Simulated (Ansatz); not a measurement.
Isolated molecules relaxed with PBE0-D4/def2-TZVP in Ansatz; ΔE leaves out vibrations. CCSD(T)/CBS adds triple-zeta CCSD(T) − MP2 to the extrapolated MP2 energy (def2 sets, frozen cores). DFT in def2-TZVPP. def2 core potentials past Kr. For W, Zn outer-core shells are correlated without core-valence functions, which leaves a few kJ/mol of doubt a bond. Scalar relativity is left out up to krypton. One conformer a species, not always the lowest.

Consider the redistribution: `[CH3][W](=[O])(=[O])[Cl]` + `C[O][Zn][CH3]` → `[CH3][W]([CH3])(=[O])=[O]` + `C[O][Zn][Cl]`.

**Question.** Is it downhill or uphill in electronic energy at CCSD(T)/CBS, and by how much? (Best estimate.)

**Answer.** Ansatz gave: Uphill: ΔE = +8.2 kJ/mol.

**Question.** What do these levels give: B97M-V, r2SCANh-D4, B2PLYP, r2SCANh, HF/def2-TZVPP, HF/CBS(def2)? (Estimate.)

**Answer.** Computed: B97M-V 18.3, r2SCANh-D4 15.1, B2PLYP 19.9, r2SCANh 15.2, HF/def2-TZVPP -18.5, HF/CBS(def2) -22.6 kJ/mol.

Largest T1 diagnostic among the species: 0.023, so the coupled-cluster value is less sure than usual.

At CCSD(T), def2-SVP lies +10.8 kJ/mol from the extrapolated value and def2-TZVPP +4.9 kJ/mol. From PBE to PBE0 (25 % exact exchange), in def2-TZVPP and without D4, ΔE moves by −9.8 kJ/mol.
